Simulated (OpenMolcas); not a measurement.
Tc4+: effect of the metal basis and ligand basis

Tc4+ with 6 ligands (fluoride) in octahedral coordination (Oh) at 1.96 Å. A charge of +0.333 e stands 2.6 Å behind each ligand.

```yaml
Program: OpenMolcas
Method: CASSCF
Spin-orbit_coupling: RASSI with atomic mean-field integrals over the reference wave functions
```

Fixed: active space 3 electrons in 5 orbitals (4d), DKH2 Hamiltonian.

States (labels of O, the rotations of Oh). Energies in cm-1 above the lowest state or level, χT in cm3 K/mol; 10Dq and B are least-squares fits to the states below 45000 cm-1, weighted by degeneracy, with a free offset, and given where the rms deviation is under 5 % of |10Dq| (or 100 cm-1) and under 700 cm-1.

```csv
Run,Metal basis,Ligand basis,Ground state,First state of that spin,10Dq,B (rms of fit),First gap with spin-orbit (degeneracies),χT at 300 K,First state of another spin,Cost
A,ANO-RCC-VDZP,ANO-RCC-VDZP,4A2,4T2 28364,27671,794 (235),"15237 (4, 4)",1.760,2E 15318,roughly 40 core-seconds
B,ANO-RCC-VTZP,ANO-RCC-VTZP,4A2,4T2 28079,27470,789 (214),"15401 (4, 4)",1.760,2E 15485,roughly 100 core-seconds
```

Against A, |10Dq| changes by -0.7 % in B.

Costs are those of the RASSCF and RASSI steps.

Without dynamic correlation the repulsion within the d shell is too large (B by tens of per cent), so at a given field states of lower spin stand too high. With metal d orbitals alone the field can be off either way by tens of per cent. Ligand-to-metal charge-transfer states are missing. With no ligand orbital active B as a rule stays too high, so bands that hang on it stand too high and its fall with covalency is understated. The least metal-like active orbital is 77 % on the metal (Löwdin) and no ligand orbital is active, so the numbers are rough (holds for A). The least metal-like active orbital is 74 % on the metal (Löwdin) and no ligand orbital is active, so the numbers are rough (holds for B). No measured value stands beside these numbers; the geometry was imposed, not optimised, and the real ion may take another.
